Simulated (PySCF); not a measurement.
# Rh⁸⁺: ionisation energy

Rh⁸⁺ [Kr] 4d1 (2D) → Rh⁹⁺ [Kr] (1S), as a difference of total energies. Computed with PySCF 2.14 in an uncontracted even-tempered set (21 s from 0.18 bohr⁻², ratio 2.5; 15 p from 0.23 bohr⁻², ratio 2.5; 11 d from 0.23 bohr⁻², ratio 2.5; 5 f from 0.98 bohr⁻², ratio 2.7; 4 g from 1.5 bohr⁻², ratio 2.7), with scalar relativity by spin-free X2C-1e. Correlated levels: outer shells: [Ar] 3d10 frozen; virtual orbitals above 40 to 60 times the deepest correlated orbital energy dropped. The calculations carry no spin-orbit coupling.

| method | ionisation energy (eV) |
| --- | --- |
| UHF | 134.01 |
| B2PLYP | 135.08 |
| PW91 | 135.52 |
| MP2 (outer shells) | 134.64 |
| SCS-MP2 (outer shells) | 134.61 |

Problem. How much does correlation contribute at MP2 (outer shells)?

Solution. 134.64 − (134.01) = 0.63 eV, measured against UHF.

The reference lies between the lowest fine-structure levels, while these numbers refer to the centres of the terms.

For comparison: 135 ± 2.2 eV (theoretical estimate listed by NIST; NIST Atomic Spectra Database, ionization energies).
